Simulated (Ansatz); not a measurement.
Basis sets compared for the cluster Cd7Se6Br2. The state is a singlet with charge 0. Geometry PBE-D4/def2-SVP. Ansatz on 2 threads of AMD EPYC 7R13 on a shared host and a share (18 GiB) of an NVIDIA H100 80GB HBM3; times are rough, and most runs start from earlier orbitals.

```xyz
15

Cd    1.9295   -0.9427    1.4439
Cd    0.1359    1.8643    2.0793
Cd   -2.2652   -0.3055   -1.4954
Cd    1.1628    0.2038   -1.4027
Cd    1.5969   -3.0887   -1.4122
Cd   -2.2530   -0.9635    2.7733
Cd   -3.1349    1.1879    0.6014
Se   -0.3950   -1.7564   -0.1945
Se    3.3429   -1.1659   -0.7243
Se    1.0575    2.7575   -0.2617
Se    1.0248    0.0232    3.5806
Se   -0.6891    1.2828   -3.1453
Se   -0.9859    2.9875   -1.4949
Br   -2.2135    3.1332    2.3215
Br    1.6863   -5.2175   -2.6690
```

In the def2 sets Cd takes a core potential; there is no spin–orbit coupling. Single mean-field runs in def2-SVP, def2-TZVP are fitted with def2-universal-jkfit. Another isomer (singlet) lies 0.41 eV lower at PBE0-D4/def2-TZVP; other spin states weren't run for this one.

Binding counts from free atoms (Cd singlet, Se triplet, Br doublet) in the same basis, without a counterpoise term.

```csv
level,functions,energy (Eh),HOMO (eV),LUMO (eV),binding per atom (eV),wall time
PBE-D4/def2-SVP (with forces),473,-20727.0714,-5.25,-3.94,1.91,5.5 s
PBE0-D4/def2-SVP,473,-20727.6358,-5.95,-3.35,1.87,7 s
```

**Question.** Estimate the rows for PBE-D4/def2-TZVP, PBE0-D4/def2-TZVP.

**Answer.** 
```
            level  functions  energy (Eh)  HOMO (eV)  LUMO (eV)  binding per atom (eV)  wall time
 PBE-D4/def2-TZVP        664  -20729.7463      -5.29      -3.95                   1.87      4.3 s
PBE0-D4/def2-TZVP        664  -20730.3012      -5.95      -3.33                   1.86        7 s
```
